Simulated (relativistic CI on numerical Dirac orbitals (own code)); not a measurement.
Ru6+: M2,3 absorption edge

Computed with this model: Dirac-Coulomb-Breit CI, KLI orbitals optimised for each configuration, model QED, valence Slater integrals scaled by 0.8, multiplet model of core-to-valence dipole absorption; configurations [Kr] 4d2 → [Ne] 3s2 3p5 3d10 4s2 4p6 4d3; 80 K; Lorentzian 2 eV and Gaussian 0.4 eV FWHM. Energies are those of the free ion, without screening or charge transfer. The branching ratio is the share of the lower-energy edge in the whole absorption, uncertain by about 0.02 where the edges overlap. S is read from ⟨S²⟩ = S(S + 1).

Field parameters in Wybourne normalisation: Oh B⁴₀ = 21Dq, B⁴₄ = √(5/14) B⁴₀. The field is a parameter set, without covalency.

Case free ion, the dichroism is that of the ground state at zero temperature, magnetised by exchange field 10 meV on Sz. The dichroism I(Δm = −1) − I(Δm = +1), over the sum of the three polarisations, integrates to 0.0542 on the lower edge and 0.0982 on the upper edge. The branching ratio is 0.807.

(1) Use the orbital sum rule with 8 holes to get ⟨Lz⟩.

## Answers

(1) For a p → d edge ⟨Lz⟩ = 2 × n_h × (sum of both integrals) in this sign convention = 2.44; the ground state itself has ⟨Lz⟩ = 2.66 and ⟨Sz⟩ = -0.66. The rule assumes one radial integral for both edges, which relativistic orbitals only approach.
